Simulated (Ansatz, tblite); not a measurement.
Cost and result up the ladder for B2As3⁻ (the lowest singlet isomer of a short search) (5 atoms). Total charge -1; singlet. Geometry: PBE-D4/def2-SVPD.

Cartesian coordinates in Å:
```
B -0.337 -0.446 0.391
B 1.039 0.029 -0.615
As 0.196 1.698 -0.019
As -2.008 0.518 0.272
As 1.109 -1.799 -0.029
```

Ansatz on 4 threads of Arm Neoverse N1 on a shared host; xTB runs through tblite on one thread. Times are rough, summed over both states, and most runs start from the orbitals of an earlier one. B2PLYP/def2-TZVPD serves as the yardstick here, not as an exact answer. Differences are given only for rows in sets of like size (and for xTB, whose basis is part of the method), since another set adds its own error. The other state is a quintet at its own geometry.

The 6-31G sets use Cartesian d functions. The xTB rows come from tblite. B3LYP takes the VWN-RPA correlation. Correlated methods freeze 29 core orbitals; core or outer-core shells of As are correlated, in sets that lack core-valence functions. The structure comes from a short search, and lower isomers may exist.

Run but left out: HF/6-31G (singlet: restricted singlet, unstable in another Hartree–Fock run and untested here); HF/def2-TZVPD (singlet: restricted singlet, unstable towards broken spin symmetry); MP2/def2-TZVPD (quintet: ⟨S²⟩ 6.17, where a pure state has 6.00).

Correlated methods converge slowly with the basis.

xTB has no spin-polarisation term.

```
                          level  functions  wall time  quintet − singlet (eV)  difference from B2PLYP/def2-TZVPD (eV)                    remarks
                       GFN1-xTB         35    0.016 s                    2.91                                    0.63                          –
                       GFN2-xTB         35    0.017 s                    3.41                                    1.13                          –
                 B3LYP-D4/6-31G        105      7.5 s                    2.03                                       –  HOMO above zero (quintet)
PBE-D4/def2-TZVPD (with forces)        236       18 s                    2.13                                   -0.15  HOMO above zero (quintet)
           r2SCAN-D4/def2-TZVPD        236       41 s                    1.95                                   -0.32  HOMO above zero (quintet)
              B2PLYP/def2-TZVPD        236       45 s                    2.28                                    0.00                          –
             PBE0-D4/def2-TZVPD        236       46 s                    1.98                                   -0.30                          –
            BHLYP-D4/def2-TZVPD        236       51 s                    1.91                                   -0.37                          –
```
